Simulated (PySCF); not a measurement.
**Two-component Hartree-Fock for Mn¹⁵⁺ (manganese, charge +15)**

Start: [Ne]. Calculated with PySCF 2.14 in an even-tempered Gaussian basis (18 s from 0.66 bohr⁻², ratio 2.6; 12 p from 0.86 bohr⁻², ratio 2.6; 6 d from 0.88 bohr⁻², ratio 2.8; 3 f from 29 bohr⁻², ratio 2.8): generalised Hartree-Fock with the X2C-1e Hamiltonian and a Gaussian nucleus; spin-orbit coupling (SO) screened by Boettger's factors.

| spinor shell | electrons | ε, screened SO (eV) | weight of nominal j (screened SO) | rms radius, screened SO (bohr) |
| --- | --- | --- | --- | --- |
| 1s1/2 | 2 | -7086.5 | 1.000 | 0.0703 |
| 2s1/2 | 2 | -1260.5 | 1.000 | 0.297 |
| 2p1/2 | 2 | -1146.0 | 1.000 | 0.266 |

Question: Where does 2p3/2 lie, and what is the 2p spin-orbit splitting (screened SO)?

Answer: At -1134.9 eV, 11.086 eV above 2p1/2.

```json
{"quantity": "E (hartree)", "screened SO": "-1053.71427"}
{"quantity": "M_J", "screened SO": "0"}
{"quantity": "⟨J²⟩", "screened SO": "0.000"}
{"quantity": "⟨L²⟩", "screened SO": "0.000"}
{"quantity": "⟨S²⟩", "screened SO": "0.000"}
```
